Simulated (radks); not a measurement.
The numbers below are computed, except where a source is named.
Mean orbital radii <r> (bohr) of neutral promethium, [Xe] 4f5 6s2, at several levels of relativity; Dirac values are averaged over j with weights 2j + 1. Spin-unpolarised spherical Kohn-Sham, PBE, point nucleus unless stated (finite: rms radius 4.962 fm), a radial shooting solver on a logarithmic mesh with Libxc functionals. A level marked "c x" has the speed of light scaled by that factor and shares open shells by 2j + 1; other Dirac levels either fill j = l - 1/2 first or share by 2j + 1.

shell       non-rel.  scalar-rel.  Dirac, low j first  Dirac, c x 0.85  change of magnitude, last against first (%)
3s            0.2760       0.2605              0.2601           0.2536                                        -8.11
3p            0.2657       0.2588              0.2582           0.2552                                        -3.98
3d            0.2370       0.2362              0.2363           0.2360                                        -0.42
4s            0.6259       0.5929              0.5929           0.5793                                        -7.45
4p            0.6429       0.6278              0.6272           0.6208                                        -3.44
4d            0.6877       0.6882              0.6888           0.6891                                        +0.20
5s             1.529        1.440               1.442            1.405                                        -8.11
5p             1.732        1.694               1.694            1.676                                        -3.25
4f            0.9868        1.069               1.078            1.119                                       +13.38
6s             4.619        4.377               4.382            4.263                                        -7.72
5d (empty)     3.115        3.329               3.343            3.410                                        +9.47
6p (empty)     6.077        6.101               6.098            6.089                                        +0.20
